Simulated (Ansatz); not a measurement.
System: BiBr2 (charge 0, doublet). It need not be the lowest isomer of its formula. 
Geometry from a B3LYP-D3(BJ)/def2-TZVP (Ansatz, a quantum-chemistry and plane-wave program) optimisation:
SMILES: [Br][Bi][Br]
```xyz
3

Bi    -0.3605    -0.3057     0.6008
Br    -0.8694     1.8924    -0.7121
Br     1.7243    -1.1674    -0.7127
```
Charge 0, spin multiplicity 2.

Quantity: vertical ionisation energy (to the singlet state of charge +1; each state is the SCF solution reached for its spin; for the singlet T1 is 0.026), in eV. Correlated levels leave the core frozen unless marked. UHF or UKS for open shells. No spin-orbit coupling. Frozen are the shells of the preceding noble gas and the d and f shells that filled before the atom's block. Past Kr the def2 sets carry scalar-relativistic core potentials. CBS marks a two-point X^-3 extrapolation of the correlation energy; Hartree-Fock from the larger set. The bracket is a focal-point correction in the basis named.

| level | program | vertical ionisation energy (eV) |
|---|---|---|
| HF/def2-SVPD | Ansatz | 8.20 |
| HF/def2-QZVPPD | Ansatz | 8.12 |
| SVWN5/def2-TZVPD | Ansatz | 8.01 |
| PBE/def2-TZVPD | Ansatz | 7.85 |

Q: What does RI-MP2/CBS(def2-TZVPPD,def2-QZVPPD)+[CCSD(T)-MP2]/def2-TZVPPD (Ansatz) give?

A: 8.15 eV
